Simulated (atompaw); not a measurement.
**An all-electron radial function and its pseudo partner (Ca (Z = 20))**

Columns: radius, all-electron u(r) and pseudo u(r) of the 4s shell (level -3.76 eV) of calcium in the configuration [Ne] 3s2 3p6 3d0 4s2 4p0; PBEsol, scalar-relativistic, PAW (atompaw) scheme, atompaw 4.2.0.5.

| r (bohr) | all-electron | pseudo |
| --- | --- | --- |
| 0.096 | -0.0089 | -0.1647 |
| 0.192 | 0.1242 | -0.3216 |
| 0.288 | 0.1319 | -0.4634 |
| 0.385 | 0.0562 | -0.5849 |
| 0.481 | -0.0433 | -0.6785 |
| 0.577 | -0.1328 | -0.7422 |
| 0.673 | -0.1973 | -0.7742 |
| 0.769 | -0.2331 | -0.7747 |
| 0.865 | -0.2421 | -0.7456 |
| 0.962 | -0.2286 | -0.6893 |
| 1.058 | -0.1980 | -0.6116 |
| 1.154 | -0.1553 | -0.5174 |
| 1.250 | -0.1047 | -0.4122 |
| 1.346 | -0.0496 | -0.3018 |
| 1.442 | 0.0073 | -0.1912 |
| 1.538 | 0.0641 | -0.0851 |
| 1.635 | 0.1198 | 0.0140 |
| 1.731 | 0.1722 | 0.1019 |
| 1.827 | 0.2214 | 0.1784 |
| 1.923 | 0.2669 | 0.2433 |
| 2.019 | 0.3086 | 0.2974 |
| 2.115 | 0.3463 | 0.3421 |
| 2.212 | 0.3805 | 0.3795 |
| 2.308 | 0.4107 | 0.4106 |
| 2.404 | 0.4373 | 0.4373 |
| 2.500 | 0.4606 | 0.4606 |

Question: How many radial nodes do the two functions have?

Answer: The all-electron 4s function has n − l − 1 = 3; the pseudo-wave has 1, since 1 lower shell of the same l stays in the valence.

Question: Is the pseudo-wave norm-conserving?

Answer: No, it belongs to a PAW set: the norm inside the radius is not constrained, and the difference is carried by the augmentation charge.
